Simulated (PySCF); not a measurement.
Structure problem from calculated spectra and properties.

Formula: H6N2OSi2.

* Dipole: 1.28 D [CAM-B3LYP/def2-SVPD]
* Triplet: lowest triplet excitation (Tamm–Dancoff): 5.96 eV [TDA CAM-B3LYP/def2-SVPD]
* UV, strongest line: among the 10 lowest singlet transitions: S6 at 7.86 eV (158 nm, f = 0.067) [TDDFT CAM-B3LYP/def2-SVPD]
* Rotational structure: rotational constants A, B, C: 7.352, 2.365, 2.069 GHz [PBE0-D3(BJ)/def2-SVP]
* Valence photoelectron: vertical ionisation energy: 9.52 eV [ΔSCF CAM-B3LYP/def2-SVPD]
* UV, first state: lowest singlet excitation: 6.24 eV (199 nm, f = 0.028) [TDDFT CAM-B3LYP/def2-SVPD]
* XPS: Si2p3/2 107.3, Si2p3/2 107.5, N1s 404.0 (×2), O1s 538.4, Si1s 1847.3, Si1s 1847.7 eV [ΔSCF SCAN, pcX-2 on the ionised atom, pcseg-1 elsewhere, spin-free X2C, 2p3/2 from a spin–orbit splitting computed afterwards within the 2p shell]

Electronic properties: PySCF, gas phase, density fitting. Levels stand in brackets. Geometry: PBE0-D3(BJ)/def2-SVP, one conformer, isolated molecule.

**Question.** What is the compound? Reason from the data.

**Answer.** Numbering: `[OH:1][SiH:2]1[NH:3][SiH2:4][NH:5]1`. Its formula, H6N2OSi2, gives 1 degree of unsaturation: 1 ring and 0 π bonds in the structure found. The core levels belong to: Si2p3/2 107.3 eV, SiH2 silicon [Si4]; Si2p3/2 107.5 eV, oxygen-bound silicon [Si2]; N1s 404.0 eV, nitrogen bridging silicon atoms [N3/N5]; O1s 538.4 eV, silanol oxygen [O1]; Si1s 1847.3 eV, SiH2 silicon [Si4]; Si1s 1847.7 eV, oxygen-bound silicon [Si2]. The first electron is taken from the HOMO, whose largest Löwdin shares are 0.39 on each of 2 atoms of one kind (nitrogen bridging silicon atoms), 0.06 on the SiH2 silicon and 0.05 on the oxygen-bound silicon. The optimised geometry has point group Cs and is an asymmetric top. Structure: `O[SiH]1N[SiH2]N1`. The assignments are read from this structure; whether some other isomer fits the data as well wasn't checked.

Conformer computed: `[OH:1][SiH:2]1[NH:3][SiH2:4][NH:5]1`: H–O1–Si2–N3 50°.
